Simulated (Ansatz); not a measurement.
Consider the ligand exchange at the Si–C bond: `O[SiH2]CBF` + `CO[SiH2]N` → `CO[SiH2]N[SiH2]O` + `CBF`.

Calculated with Ansatz (gas phase, PBE0-D4/def2-TZVP geometries, no zero-point term in ΔE). CCSD(T)/CBS is the MP2 limit (def2-TZVPP, def2-QZVPP) plus CCSD(T) − MP2 in def2-TZVPP, frozen cores. This one scheme is used for every species. One conformer a species, not always the lowest.

`O[SiH2]CBF`:

Cartesian coordinates in Å:
```
O -0.833 1.324 -1.342
Si 0.042 -0.064 -1.236
C -0.168 -0.846 0.467
B 0.429 0.090 1.532
F -0.253 1.185 1.883
H -0.805 1.929 -0.599
H 1.491 0.181 -1.481
H -0.483 -0.965 -2.287
H -1.250 -0.971 0.583
H 0.321 -1.824 0.443
H 1.509 -0.040 2.038
```

`CO[SiH2]N`:

Cartesian coordinates in Å:
```
C 0.937 0.774 -1.231
O -0.101 1.110 -0.344
Si -1.019 -0.022 0.418
N -0.200 -1.077 1.479
H 1.754 0.255 -0.716
H 0.580 0.135 -2.048
H 1.333 1.695 -1.664
H -1.643 -0.909 -0.601
H -1.996 0.791 1.174
H 0.149 -1.972 1.184
H 0.206 -0.778 2.350
```

`CO[SiH2]N[SiH2]O`:

```xyz
15

C     0.553    0.881   -1.933
O     0.738    1.206   -0.572
Si    1.299    0.095    0.517
N     0.144   -1.148    0.785
Si   -1.490   -0.851    1.267
O    -1.750    0.764    1.147
H     0.196    1.771   -2.453
H     1.493    0.561   -2.396
H    -0.186    0.081   -2.059
H     1.549    0.902    1.729
H     2.533   -0.556    0.000
H     0.381   -2.074    0.462
H    -2.383   -1.663    0.394
H    -1.773   -1.194    2.682
H    -1.303    1.227    0.431
```

`CBF`:

Z-matrix (Å, degrees):
```
C
B 1 1.553
H 1 1.096 2 109.6
H 1 1.091 2 114.0 3 122.5
H 1 1.096 2 109.7 3 -114.9
F 2 1.327 1 120.6 3 -122.2
H 2 1.202 1 123.5 3 57.8
```

```csv
species,CCSD(T)/CBS(def2) energy (Eh)
`O[SiH2]CBF`,-530.61727
`CO[SiH2]N`,-461.28168
`CO[SiH2]N[SiH2]O`,-826.81878
`CBF`,-165.10297
```

(1) Work out ΔE.

Largest T1 diagnostic among the species: 0.012.

Answers

(1) ΔE = (-826.81878) + (-165.10297) − (-530.61727) − (-461.28168) = -0.02280 Eh = -59.9 kJ/mol.

The D4 term adds −6.7 kJ/mol with B3LYP and −3.9 kJ/mol with PBE0; it sums over pairs of atoms, weighted by their polarisabilities, and B3LYP, whose exchange is more repulsive, gets the larger term. From PBE to PBE0 (25 % exact exchange), in def2-TZVPP and without D4, ΔE moves by −3.1 kJ/mol.

B3LYP here is the variant with VWN-RPA as its local correlation; programs differ in this.
